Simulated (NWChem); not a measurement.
System: MgH₂SO; SMILES [OH][Mg][SH]

Input file for NWChem:

```
start job
memory heap 200 mb stack 900 mb global 1100 mb
geometry units angstroms noautoz
  Mg    -0.134474    -0.623025     0.000000
  O     -0.280312    -2.374178     0.000000
  H     -0.334005    -3.323506     0.000000
  S      0.063976     1.672458     0.000000
  H     -1.275695     1.862458     0.000000
end
basis spherical
  * library def2-svpd
end
dft
  xc xpbe96 cpbe96
  iterations 150
end
tddft
  cis
  nroots 6
  notriplet
end
task tddft energy
```

The geometry was optimised at PBE0/def2-SVP.

Vertical excitations in the gas phase.

Task: What results follow from this input? (PBE/def2-SVPD, TDA.) Quantities: lowest excitation, singlet (eV); oscillator strength of that lowest state; lowest state with f > 0.02, singlet (eV); oscillator strength of that bright state; orbital gap (eV).

Result: 
```json
{
 "lowest excitation, singlet (eV)": "4.05",
 "oscillator_strength_of_that_lowest_state": "0.030",
 "lowest state with f > 0.02, singlet (eV)": "4.05",
 "oscillator_strength_of_that_bright_state": "0.030",
 "orbital gap (eV)": "3.96"
}
```
